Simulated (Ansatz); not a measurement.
A short molecular-dynamics run on `N/C(F)=[C](\O)[GaH2]`.

```yaml
crystal:
  periodic: [false, false, false]
  atoms:
    - {symbol: N, position_ang: [0.269337, 1.890949, -0.922290]}
    - {symbol: C, position_ang: [-0.346377, 0.742195, -0.535978]}
    - {symbol: F, position_ang: [-1.602199, 0.665113, -0.975872]}
    - {symbol: C, position_ang: [0.174014, -0.222658, 0.247581]}
    - {symbol: O, position_ang: [1.506091, 0.018983, 0.586865]}
    - {symbol: Ga, position_ang: [-0.808283, -1.766394, 0.842824]}
    - {symbol: H, position_ang: [1.263533, 1.895567, -0.755498]}
    - {symbol: H, position_ang: [-0.024761, 2.278443, -1.804299]}
    - {symbol: H, position_ang: [1.824158, -0.717078, 1.112352]}
    - {symbol: H, position_ang: [-2.303305, -2.023099, 0.489637]}
    - {symbol: H, position_ang: [0.047773, -2.762010, 1.714690]}
basis:
  gaussian: {orbitals: def2-SVP}
hamiltonian: {xc: {name: r2SCAN}}
md: {timestep: 0.5 fs, n_steps: 20, ensemble: nvt_langevin, temperature: 500, initial_velocities: maxwell_boltzmann, friction: 0.01, seed: 502}
```

```sh
$ ansatz run in.yaml --threads 4 --pin off --events-out ev --progress --plain --max-ram 10444MiB
```

| step | time (fs) | potential energy (eV) | kinetic (eV) | T (K) | conserved (eV) |
| --- | --- | --- | --- | --- | --- |
| 0 | 0.0 | -60768.6907 | 0.6463 | 455 | – |
| 1 | 0.5 | -60768.6750 | 0.6477 | 456 | – |
| 2 | 1.0 | -60768.6345 | 0.5587 | 393 | – |
| 3 | 1.5 | -60768.5816 | 0.5124 | 360 | – |
| 4 | 2.0 | -60768.5275 | 0.4649 | 327 | – |
| 5 | 2.5 | -60768.4829 | 0.4272 | 300 | – |
| 6 | 3.0 | -60768.4515 | 0.4247 | 299 | – |
| 7 | 3.5 | -60768.4320 | 0.4310 | 303 | – |
| 8 | 4.0 | -60768.4198 | 0.4122 | 290 | – |
| 9 | 4.5 | -60768.4096 | 0.3656 | 257 | – |
| 10 | 5.0 | -60768.3932 | 0.3575 | 251 | – |
| 11 | 5.5 | -60768.3653 | 0.3313 | 233 | – |
| 12 | 6.0 | -60768.3306 | 0.3052 | 215 | – |
| 13 | 6.5 | -60768.2980 | 0.2719 | 191 | – |
| 14 | 7.0 | -60768.2762 | 0.2488 | 175 | – |
| 15 | 7.5 | -60768.2762 | 0.2532 | 178 | – |
| 16 | 8.0 | -60768.2957 | 0.2703 | 190 | – |
| 17 | 8.5 | -60768.3245 | 0.3355 | 236 | – |
| 18 | 9.0 | -60768.3472 | 0.3503 | 246 | – |
| 19 | 9.5 | -60768.3521 | 0.3604 | 253 | – |
| 20 | 10.0 | -60768.3415 | 0.3468 | 244 | – |

Velocities are drawn at the set temperature; a run this short doesn't reach equilibrium.

Frames (Å, forces in eV/Å):

```xyz
11
time=0.0 fs
N     0.269    1.891   -0.922   -0.059    0.013    0.181
C    -0.346    0.742   -0.536   -0.340    0.534   -0.463
F    -1.602    0.665   -0.976   -0.252   -0.032   -0.082
C     0.174   -0.223    0.248    0.323   -0.770    0.614
O     1.506    0.019    0.587    0.005    0.277   -0.158
Ga   -0.808   -1.766    0.843    0.005   -0.005    0.007
H     1.264    1.896   -0.755    0.340    0.006    0.077
H    -0.025    2.278   -1.804   -0.112    0.159   -0.302
H     1.824   -0.717    1.112    0.071   -0.232    0.152
H    -2.303   -2.023    0.490    0.050    0.010    0.009
H     0.048   -2.762    1.715   -0.033    0.040   -0.036
11
time=0.5 fs
N     0.268    1.891   -0.924    0.219    0.083   -0.160
C    -0.346    0.733   -0.535   -0.321    1.202   -0.848
F    -1.599    0.666   -0.976   -0.378   -0.121   -0.094
C     0.172   -0.223    0.249    0.390   -0.989    0.748
O     1.502    0.019    0.584   -0.058    0.676   -0.402
Ga   -0.807   -1.765    0.844   -0.112   -0.055    0.009
H     1.272    1.904   -0.755   -0.132   -0.036    0.020
H    -0.020    2.293   -1.818    0.008   -0.179    0.275
H     1.817   -0.706    1.109    0.271   -0.647    0.462
H    -2.304   -2.039    0.490    0.108    0.042    0.010
H     0.037   -2.759    1.725    0.006    0.023   -0.019
11
time=1.0 fs
N     0.267    1.892   -0.925    0.497    0.190   -0.474
C    -0.345    0.725   -0.535   -0.314    1.788   -1.190
F    -1.597    0.668   -0.976   -0.498   -0.202   -0.109
C     0.171   -0.223    0.250    0.439   -1.182    0.860
O     1.497    0.018    0.581   -0.089    1.015   -0.604
Ga   -0.807   -1.765    0.845   -0.220   -0.102    0.014
H     1.280    1.914   -0.754   -0.552   -0.089   -0.024
H    -0.013    2.308   -1.832    0.093   -0.497    0.787
H     1.810   -0.698    1.104    0.445   -1.000    0.733
H    -2.305   -2.053    0.491    0.156    0.071    0.008
H     0.026   -2.755    1.735    0.044    0.005   -0.002
11
time=1.5 fs
N     0.265    1.892   -0.927    0.756    0.294   -0.716
C    -0.345    0.717   -0.536   -0.310    2.291   -1.482
F    -1.594    0.669   -0.976   -0.617   -0.273   -0.129
C     0.169   -0.223    0.252    0.460   -1.345    0.946
O     1.492    0.018    0.579   -0.039    1.201   -0.691
Ga   -0.806   -1.764    0.845   -0.319   -0.133    0.010
H     1.287    1.923   -0.754   -0.895   -0.145   -0.054
H    -0.004    2.322   -1.844    0.135   -0.767    1.193
H     1.804   -0.693    1.102    0.555   -1.197    0.895
H    -2.304   -2.067    0.491    0.186    0.098    0.003
H     0.014   -2.750    1.744    0.091   -0.023    0.026
11
time=2.0 fs
N     0.265    1.892   -0.929    0.982    0.374   -0.881
C    -0.344    0.711   -0.536   -0.304    2.713   -1.722
F    -1.592    0.670   -0.976   -0.735   -0.336   -0.153
C     0.167   -0.223    0.254    0.447   -1.477    1.000
O     1.487    0.017    0.576    0.101    1.234   -0.658
Ga   -0.806   -1.763    0.846   -0.414   -0.159    0.004
H     1.292    1.931   -0.754   -1.153   -0.200   -0.067
H     0.005    2.334   -1.855    0.136   -0.982    1.485
H     1.798   -0.691    1.101    0.593   -1.236    0.939
H    -2.302   -2.080    0.492    0.208    0.122   -0.003
H     0.003   -2.746    1.752    0.139   -0.053    0.056
11
time=2.5 fs
N     0.264    1.892   -0.931    1.140    0.406   -0.947
C    -0.344    0.705   -0.537   -0.298    3.056   -1.913
F    -1.589    0.671   -0.976   -0.844   -0.393   -0.175
C     0.166   -0.223    0.256    0.408   -1.563    1.017
O     1.482    0.017    0.573    0.315    1.139   -0.523
Ga   -0.805   -1.762    0.847   -0.504   -0.183   -0.004
H     1.295    1.939   -0.755   -1.281   -0.249   -0.055
H     0.016    2.345   -1.861    0.091   -1.131    1.640
H     1.796   -0.691    1.101    0.565   -1.139    0.880
H    -2.300   -2.093    0.492    0.220    0.144   -0.011
H    -0.008   -2.741    1.761    0.189   -0.086    0.091
11
time=3.0 fs
N     0.263    1.892   -0.933    1.201    0.378   -0.923
C    -0.343    0.699   -0.539   -0.276    3.340   -2.057
F    -1.587    0.673   -0.976   -0.961   -0.444   -0.203
C     0.164   -0.224    0.258    0.343   -1.606    0.998
O     1.477    0.016    0.570    0.593    0.909   -0.284
Ga   -0.804   -1.761    0.847   -0.600   -0.188   -0.026
H     1.293    1.946   -0.757   -1.263   -0.288   -0.014
H     0.027    2.355   -1.863    0.006   -1.217    1.667
H     1.793   -0.692    1.103    0.479   -0.909    0.720
H    -2.297   -2.104    0.492    0.225    0.163   -0.021
H    -0.020   -2.734    1.768    0.253   -0.138    0.144
11
time=3.5 fs
N     0.262    1.892   -0.936    1.215    0.289   -0.799
C    -0.343    0.694   -0.540   -0.220    3.551   -2.137
F    -1.584    0.673   -0.975   -1.095   -0.489   -0.240
C     0.163   -0.224    0.261    0.241   -1.605    0.937
O     1.473    0.017    0.566    0.950    0.524    0.078
Ga   -0.804   -1.760    0.848   -0.687   -0.174   -0.062
H     1.289    1.953   -0.760   -1.158   -0.323    0.047
H     0.038    2.361   -1.862   -0.114   -1.226    1.556
H     1.791   -0.696    1.107    0.329   -0.523    0.444
H    -2.293   -2.116    0.491    0.212    0.180   -0.035
H    -0.034   -2.727    1.775    0.327   -0.203    0.212
11
time=4.0 fs
N     0.261    1.893   -0.938    1.172    0.113   -0.550
C    -0.343    0.690   -0.542   -0.146    3.687   -2.155
F    -1.582    0.674   -0.975   -1.232   -0.527   -0.282
C     0.162   -0.225    0.264    0.109   -1.550    0.827
O     1.468    0.017    0.563    1.344    0.070    0.501
Ga   -0.804   -1.759    0.849   -0.762   -0.167   -0.091
H     1.282    1.960   -0.761   -0.954   -0.345    0.124
H     0.049    2.366   -1.856   -0.267   -1.149    1.293
H     1.791   -0.702    1.112    0.146   -0.067    0.108
H    -2.289   -2.126    0.490    0.197    0.194   -0.049
H    -0.046   -2.720    1.782    0.393   -0.258    0.273
11
time=4.5 fs
N     0.260    1.893   -0.941    1.018   -0.168   -0.182
C    -0.343    0.687   -0.545   -0.049    3.758   -2.114
F    -1.580    0.675   -0.975   -1.375   -0.561   -0.326
C     0.161   -0.226    0.268   -0.037   -1.447    0.679
O     1.464    0.018    0.559    1.712   -0.345    0.895
Ga   -0.804   -1.758    0.850   -0.812   -0.182   -0.099
H     1.271    1.965   -0.763   -0.607   -0.342    0.222
H     0.059    2.368   -1.846   -0.440   -0.981    0.879
H     1.791   -0.708    1.117   -0.025    0.351   -0.205
H    -2.285   -2.135    0.489    0.182    0.205   -0.060
H    -0.056   -2.715    1.789    0.434   -0.289    0.310
11
time=5.0 fs
N     0.258    1.894   -0.944    0.789   -0.538    0.288
C    -0.343    0.684   -0.547    0.093    3.770   -2.010
F    -1.578    0.675   -0.975   -1.532   -0.589   -0.378
C     0.160   -0.227    0.271   -0.182   -1.301    0.501
O     1.461    0.018    0.555    2.015   -0.670    1.217
Ga   -0.803   -1.757    0.851   -0.830   -0.215   -0.088
H     1.259    1.967   -0.765   -0.170   -0.323    0.335
H     0.068    2.367   -1.834   -0.629   -0.729    0.337
H     1.792   -0.712    1.122   -0.164    0.682   -0.457
H    -2.280   -2.144    0.487    0.155    0.212   -0.072
H    -0.063   -2.711    1.797    0.456   -0.300    0.328
11
time=5.5 fs
N     0.257    1.895   -0.946    0.554   -0.957    0.825
C    -0.344    0.682   -0.551    0.265    3.745   -1.867
F    -1.576    0.675   -0.975   -1.700   -0.611   -0.437
C     0.159   -0.228    0.275   -0.311   -1.132    0.313
O     1.457    0.019    0.552    2.251   -0.898    1.458
Ga   -0.803   -1.756    0.852   -0.830   -0.259   -0.065
H     1.248    1.970   -0.765    0.266   -0.297    0.442
H     0.075    2.365   -1.822   -0.814   -0.425   -0.277
H     1.793   -0.713    1.126   -0.269    0.917   -0.642
H    -2.274   -2.154    0.484    0.122    0.215   -0.083
H    -0.069   -2.707    1.805    0.466   -0.298    0.334
11
time=6.0 fs
N     0.256    1.896   -0.949    0.322   -1.388    1.372
C    -0.345    0.681   -0.554    0.414    3.687   -1.707
F    -1.574    0.676   -0.976   -1.846   -0.628   -0.491
C     0.157   -0.229    0.278   -0.402   -0.944    0.124
O     1.455    0.020    0.549    2.414   -1.036    1.619
Ga   -0.803   -1.756    0.854   -0.817   -0.311   -0.035
H     1.236    1.971   -0.764    0.682   -0.263    0.536
H     0.079    2.363   -1.810   -0.978   -0.102   -0.898
H     1.795   -0.712    1.127   -0.340    1.058   -0.758
H    -2.267   -2.163    0.480    0.081    0.216   -0.095
H    -0.074   -2.704    1.814    0.469   -0.289    0.334
11
time=6.5 fs
N     0.255    1.897   -0.950    0.044   -1.772    1.817
C    -0.346    0.680   -0.557    0.533    3.586   -1.524
F    -1.573    0.676   -0.976   -1.958   -0.637   -0.537
C     0.155   -0.231    0.282   -0.464   -0.725   -0.079
O     1.452    0.020    0.545    2.496   -1.065    1.684
Ga   -0.803   -1.755    0.855   -0.791   -0.378    0.009
H     1.226    1.973   -0.760    1.109   -0.219    0.624
H     0.081    2.362   -1.801   -1.102    0.181   -1.423
H     1.797   -0.709    1.127   -0.361    1.085   -0.785
H    -2.260   -2.171    0.475    0.036    0.213   -0.106
H    -0.078   -2.701    1.823    0.459   -0.268    0.321
11
time=7.0 fs
N     0.254    1.898   -0.952   -0.212   -2.060    2.112
C    -0.346    0.680   -0.560    0.641    3.442   -1.323
F    -1.572    0.676   -0.977   -2.051   -0.640   -0.579
C     0.152   -0.232    0.285   -0.528   -0.482   -0.299
O     1.450    0.021    0.542    2.508   -0.978    1.650
Ga   -0.804   -1.754    0.856   -0.746   -0.459    0.071
H     1.216    1.973   -0.754    1.459   -0.172    0.689
H     0.081    2.361   -1.795   -1.171    0.384   -1.782
H     1.798   -0.704    1.123   -0.318    0.993   -0.713
H    -2.252   -2.177    0.470   -0.018    0.206   -0.119
H    -0.081   -2.700    1.832    0.436   -0.233    0.292
11
time=7.5 fs
N     0.253    1.898   -0.953   -0.382   -2.169    2.157
C    -0.347    0.680   -0.563    0.736    3.255   -1.101
F    -1.572    0.676   -0.978   -2.126   -0.637   -0.617
C     0.150   -0.234    0.289   -0.586   -0.219   -0.533
O     1.449    0.021    0.539    2.428   -0.760    1.500
Ga   -0.804   -1.753    0.857   -0.689   -0.545    0.144
H     1.210    1.973   -0.747    1.641   -0.130    0.708
H     0.079    2.361   -1.794   -1.156    0.435   -1.852
H     1.797   -0.696    1.117   -0.196    0.762   -0.524
H    -2.244   -2.183    0.465   -0.077    0.198   -0.133
H    -0.084   -2.701    1.840    0.407   -0.188    0.253
11
time=8.0 fs
N     0.252    1.899   -0.954   -0.476   -2.081    1.913
C    -0.347    0.680   -0.567    0.836    3.026   -0.842
F    -1.572    0.676   -0.979   -2.194   -0.631   -0.656
C     0.148   -0.235    0.293   -0.657    0.061   -0.787
O     1.448    0.021    0.536    2.270   -0.432    1.252
Ga   -0.804   -1.753    0.858   -0.612   -0.638    0.230
H     1.207    1.971   -0.738    1.657   -0.092    0.675
H     0.075    2.363   -1.799   -1.049    0.316   -1.598
H     1.794   -0.686    1.109   -0.005    0.414   -0.237
H    -2.236   -2.190    0.461   -0.139    0.189   -0.150
H    -0.086   -2.704    1.849    0.368   -0.131    0.201
11
time=8.5 fs
N     0.251    1.899   -0.954   -0.354   -1.834    1.512
C    -0.347    0.681   -0.572    0.939    2.748   -0.548
F    -1.571    0.675   -0.980   -2.261   -0.620   -0.698
C     0.146   -0.237    0.298   -0.729    0.352   -1.054
O     1.447    0.022    0.534    2.067   -0.031    0.942
Ga   -0.804   -1.753    0.859   -0.520   -0.736    0.324
H     1.209    1.969   -0.727    1.395   -0.074    0.565
H     0.068    2.367   -1.807   -0.877    0.085   -1.125
H     1.791   -0.674    1.101    0.225   -0.006    0.111
H    -2.228   -2.196    0.456   -0.205    0.177   -0.166
H    -0.087   -2.708    1.856    0.320   -0.064    0.137
11
time=9.0 fs
N     0.250    1.898   -0.954   -0.014   -1.497    1.091
C    -0.348    0.683   -0.576    1.007    2.428   -0.240
F    -1.572    0.675   -0.982   -2.299   -0.600   -0.734
C     0.144   -0.239    0.302   -0.777    0.650   -1.321
O     1.446    0.023    0.531    1.840    0.382    0.614
Ga   -0.805   -1.752    0.860   -0.421   -0.839    0.426
H     1.215    1.968   -0.714    0.890   -0.077    0.386
H     0.060    2.372   -1.816   -0.678   -0.182   -0.577
H     1.789   -0.663    1.094    0.462   -0.439    0.472
H    -2.220   -2.200    0.452   -0.273    0.162   -0.181
H    -0.086   -2.713    1.865    0.264    0.012    0.064
11
time=9.5 fs
N     0.249    1.898   -0.954    0.362   -1.149    0.685
C    -0.347    0.685   -0.581    1.015    2.100    0.057
F    -1.572    0.674   -0.983   -2.289   -0.580   -0.756
C     0.142   -0.241    0.306   -0.811    0.948   -1.586
O     1.445    0.023    0.528    1.654    0.690    0.365
Ga   -0.805   -1.752    0.861   -0.320   -0.939    0.530
H     1.223    1.967   -0.702    0.344   -0.084    0.188
H     0.050    2.376   -1.827   -0.471   -0.446   -0.032
H     1.787   -0.653    1.088    0.654   -0.772    0.756
H    -2.212   -2.205    0.446   -0.345    0.143   -0.197
H    -0.085   -2.717    1.874    0.207    0.087   -0.009
11
time=10.0 fs
N     0.248    1.897   -0.953    0.691   -0.802    0.278
C    -0.346    0.687   -0.586    0.977    1.768    0.341
F    -1.573    0.674   -0.985   -2.239   -0.558   -0.764
C     0.140   -0.242    0.310   -0.853    1.237   -1.849
O     1.444    0.025    0.525    1.571    0.808    0.275
Ga   -0.806   -1.752    0.862   -0.230   -1.032    0.622
H     1.231    1.966   -0.691   -0.165   -0.090   -0.008
H     0.038    2.379   -1.839   -0.256   -0.696    0.504
H     1.786   -0.648    1.085    0.755   -0.917    0.888
H    -2.204   -2.210    0.440   -0.407    0.126   -0.211
H    -0.084   -2.720    1.883    0.156    0.155   -0.076
```

It took 39 s on 4 threads of an Intel Xeon on a shared host, with 0.61 GiB of host memory at the peak.
